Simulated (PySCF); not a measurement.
ethenyl silylformate (C3H6O2Si), SMILES C([SiH3])(=O)OC=C.

Geometry: PBE0-D3(BJ)/def2-SVP. The values are those of a single conformer.

Level of theory: TDDFT-B3LYP/def2-SVPD (PySCF).

Vertical excitations. 

Computed excitation energies, oscillator strengths and character:
```json
[
 {"state": "S1", "energy (eV)": "4.73", "λ (nm)": "262", "f": "0.003", "main pairs": "HOMO−1→LUMO 98 %"},
 {"state": "S2", "energy (eV)": "5.40", "λ (nm)": "230", "f": "0.177", "main pairs": "HOMO→LUMO 97 %"},
 {"state": "S3", "energy (eV)": "6.71", "λ (nm)": "185", "f": "0.014", "main pairs": "HOMO→LUMO+1 93 %"},
 {"state": "S4", "energy (eV)": "6.91", "λ (nm)": "179", "f": "0.000", "main pairs": "HOMO−1→LUMO+2 96 %"},
 {"state": "S5", "energy (eV)": "6.94", "λ (nm)": "179", "f": "0.003", "main pairs": "HOMO−1→LUMO+1 97 %"},
 {"state": "S6", "energy (eV)": "7.15", "λ (nm)": "173", "f": "0.008", "main pairs": "HOMO→LUMO+3 92 %"},
 {"state": "S7", "energy (eV)": "7.23", "λ (nm)": "171", "f": "0.004", "main pairs": "HOMO−3→LUMO 74 %, HOMO−4→LUMO 19 %"},
 {"state": "S8", "energy (eV)": "7.29", "λ (nm)": "170", "f": "0.196", "main pairs": "HOMO−1→LUMO+3 68 %, HOMO→LUMO+2 18 %"},
 {"state": "S9", "energy (eV)": "7.32", "λ (nm)": "169", "f": "0.014", "main pairs": "HOMO→LUMO+4 57 %, HOMO→LUMO+5 33 %"},
 {"state": "S10", "energy (eV)": "7.41", "λ (nm)": "167", "f": "0.019", "main pairs": "HOMO→LUMO+2 46 %, HOMO−1→LUMO+3 14 %, HOMO−5→LUMO 12 %, HOMO−1→LUMO+5 10 %"},
 {"state": "T1", "energy (eV)": "4.07", "λ (nm)": "304", "f": "0", "main pairs": "HOMO→LUMO 78 %, HOMO→LUMO+2 20 %"},
 {"state": "T2", "energy (eV)": "4.14", "λ (nm)": "300", "f": "0", "main pairs": "HOMO−1→LUMO 96 %"},
 {"state": "T3", "energy (eV)": "5.37", "λ (nm)": "231", "f": "0", "main pairs": "HOMO→LUMO+2 65 %, HOMO→LUMO 17 %"},
 {"state": "T4", "energy (eV)": "6.30", "λ (nm)": "197", "f": "0", "main pairs": "HOMO−2→LUMO 50 %, HOMO−5→LUMO 27 %, HOMO→LUMO+2 9 %"}
]
```
Triplets are in the Tamm–Dancoff approximation, which puts them higher than full response would, so one can lie above its singlet here.
